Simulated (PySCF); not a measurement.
How methods differ on the ionisation energy of Sn²⁺

Sn²⁺ [Kr] 4d10 5s2 (1S) → Sn³⁺ [Kr] 4d10 5s1 (2S), as a difference of total energies. All numbers are calculated (PySCF 2.14, the spin-free X2C one-electron Hamiltonian (Gaussian nucleus), in aug-cc-pwCVTZ-DK3 with one added diffuse shell each of s, p, d, f type (11s10p8d5f1g, 125 functions)). Correlated levels: valence: [Kr] 4d10 frozen. The calculations carry no spin-orbit coupling.

```json
{"method": "UHF", "ionisation energy (eV)": "28.520", "error (eV)": "-1.986"}
{"method": "MP2 (valence)", "ionisation energy (eV)": "29.215", "error (eV)": "-1.291"}
{"method": "SCS-MP2 (valence)", "ionisation energy (eV)": "29.355", "error (eV)": "-1.151"}
{"method": "CCSD (valence)", "ionisation energy (eV)": "29.460", "error (eV)": "-1.046"}
```

Reference: 30.506 eV (measured; NIST Atomic Spectra Database, ionization energies).

Errors of the correlated levels include the incompleteness of this basis and the frozen core.

With two correlated electrons CCSD is exact in that space.
